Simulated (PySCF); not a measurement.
GeF₂, SMILES [Ge]([F])[F] (connectivity only; charge and spin as stated), neutral, multiplicity 1.

Geometry optimised at B3LYP-D3(BJ)/def2-TZVP. The isomer is the one that the SMILES or the coordinates give; other isomers of the formula were not compared.

Two levels are set side by side: PBE/def2-TZVPD (PySCF) and M06-2X/def2-TZVPD (PySCF). Same geometry, gas phase. Differences are taken from unrounded values.

```json
[
 {"quantity": "orbital gap (eV)", "PBE": "4.30"},
 {"quantity": "highest occupied level (eV)", "PBE": "-7.80"},
 {"quantity": "lowest empty level (eV)", "PBE": "-3.50"},
 {"quantity": "dipole moment (D)", "PBE": "2.45"},
 {"quantity": "mean polarisability (bohr³)", "PBE": "31.8"}
]
```

### Question
These are the PBE values. What does M06-2X give? (An estimate is asked for; the answer gives what the named calculation found.)

### Answer

```
quantity                     M06-2X  PBE minus M06-2X
---------------------------  ------  ----------------
orbital gap (eV)               8.35             -4.05
highest occupied level (eV)  -10.19              2.40
lowest empty level (eV)       -1.84             -1.65
dipole moment (D)              2.63             -0.18
mean polarisability (bohr³)    30.1               1.7
```

PBE's occupied levels lie high since its potential decays too fast outside the molecule; exact exchange lowers them and widens the gap. Loosely held outer electrons make PBE densities more polarisable. Differences between two approximate levels are no errors against the true value.

Rough cost on one machine, each run with all the roots and properties that it gave: M06-2X against PBE about 3 times.
